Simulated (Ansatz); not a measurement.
Species: CH3Br3OSi (charge 0, singlet). SMILES: CO[Si](Br)(Br)Br
Coordinates optimised at B3LYP-D3(BJ)/def2-TZVP (Ansatz, a quantum-chemistry and plane-wave program):
```
O
C 1 1.4288
H 2 1.0876 1 107.16
H 2 1.0913 3 109.52 1 -119.91
H 2 1.0913 3 109.52 4 -120.18
Si 1 1.6132 2 126.40 3 180.00
Br 6 2.1996 1 107.06 2 -180.00
Br 6 2.2197 1 110.51 2 59.82
Br 6 2.2197 1 110.51 2 -59.82
```

Quantity: vertical triplet-singlet gap (E(triplet) - E(singlet); each state is the SCF solution reached for its spin; for the triplet the Hartree-Fock reference is unstable and T1 is 0.027), in eV. Cores are frozen in the correlated levels unless marked. Open shells are spin-unrestricted. No spin-orbit coupling. Frozen are the shells of the preceding noble gas and the d and f shells that filled before the atom's block. Non-relativistic.  The program attaches cautions to a run behind CCSD/def2-SVPD: other roots. The program attaches cautions to a run behind CCSD(T)/def2-SVPD: other roots.

| level | program | vertical triplet-singlet gap (eV) |
|---|---|---|
| SVWN5/def2-TZVPD | Ansatz | 5.13 |
| PBE/def2-TZVPD | Ansatz | 5.12 |
| B3LYP/def2-TZVPD | Ansatz | 5.55 |
| BHLYP/def2-TZVPD | Ansatz | 6.19 |
| wB97M-V/def2-TZVPD | Ansatz | 6.31 |
| RI-MP2/def2-TZVPPD | Ansatz | 6.70 |
| RI-MP2/def2-QZVPPD | Ansatz | 6.73 |
| CCSD/def2-SVPD | Ansatz | 6.40 |
| CCSD(T)/def2-SVPD | Ansatz | 6.25 |
